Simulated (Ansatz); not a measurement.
Abridged output of a molecular run in Ansatz:

```
Functional definition: HF
  name "HF"
  cite "Fock, Z. Phys. 61, 126 (1930) doi:10.1007/BF01340294"
  parent pbe
  exchange = exact_x
  correlation = 0
these checks for a lower state are left out or cut short: cluster_reference
1587 factors; integrals over basis functions are off by at most 9.7e-4 eV
mean field evaluation 1: about -13677.5076 eV, gradient 4.0e1 eV
mean field evaluation 2: about -13677.5155 eV, gradient 4.0e1 eV
mean field evaluation 4: about -13683.7703 eV, gradient 3.0e0 eV
mean field evaluation 8: about -13683.9041 eV, gradient 2.2e-1 eV
mean field -13683.90507942 eV, -502.8742363848 hartree, gradient 4.1e-6 eV, S^2 0.764982; 1 other end points of the search recorded, 0 dependent functions left out
8 core orbitals not correlated: weight in the atoms' cores, before any rotation towards them, 1.000 or more for the frozen orbitals, at most 0.000 for the correlated occupied ones
reference -13683.90507942 eV, -502.8742363848 hartree; 21, 20 occupied and 201, 202 virtual orbitals, 1587 factors
second order -32.91662627 eV of doubles, -0.00000000 eV of singles
cycle   1  -32.07256217 eV  change    8.4e-1 eV  update   1.5e-1
cycle   2  -32.86126745 eV  change   -7.9e-1 eV  update   4.9e-2
cycle   3  -33.07375143 eV  change   -2.1e-1 eV  update   3.0e-2
cycle   4  -33.07081710 eV  change    2.9e-3 eV  update   1.2e-2
cycle   5  -33.06166937 eV  change    9.1e-3 eV  update   7.2e-3
cycle   6  -33.06620662 eV  change   -4.5e-3 eV  update   3.5e-3
cycle   7  -33.06771595 eV  change   -1.5e-3 eV  update   1.9e-3
cycle   8  -33.06749815 eV  change    2.2e-4 eV  update   8.6e-4
cycle   9  -33.06777490 eV  change   -2.8e-4 eV  update   5.1e-4
cycle  10  -33.06768553 eV  change    8.9e-5 eV  update   2.4e-4
cycle  11  -33.06756058 eV  change    1.2e-4 eV  update   1.5e-4
cycle  12  -33.06777424 eV  change   -2.1e-4 eV  update   7.9e-5
cycle  13  -33.06772174 eV  change    5.3e-5 eV  update   4.5e-5
cycle  14  -33.06776183 eV  change   -4.0e-5 eV  update   2.3e-5
perturbative correction -1.15878835 eV, -0.0425846862 hartree
Total energy: -13718.13162960 eV, -504.1320389043 hartree
Checks for a lower state left out: cluster_reference
```

Its atoms:

Z-matrix (Å, degrees):
```
C
O 1 1.411
H 1 1.096 2 112.0
H 1 1.095 2 112.7 3 123.3
H 1 1.094 2 106.9 3 -117.8
Sn 2 1.971 1 121.0 3 -78.5
F 6 1.928 2 104.3 1 -154.2
O 6 1.970 2 105.4 1 -44.6
H 8 0.963 6 112.5 2 -139.0
```

Problem. Which basis set was used?
A. def2-QZVPP
B. cc-pV(D+d)Z
C. def2-TZVPP
D. def2-SVP

Solution. C. It gives 230 functions.

Problem. Write the keys of the input that set method, charge and spin (a neutral closed shell needs none for the last two).

Solution. 
```yaml
magnetization: {spin_polarized: true, initial_magnetization: 1}
correlation: {method: ccsd_t}
scf: {omitted_lower_state_checks: [cluster_reference]}
```
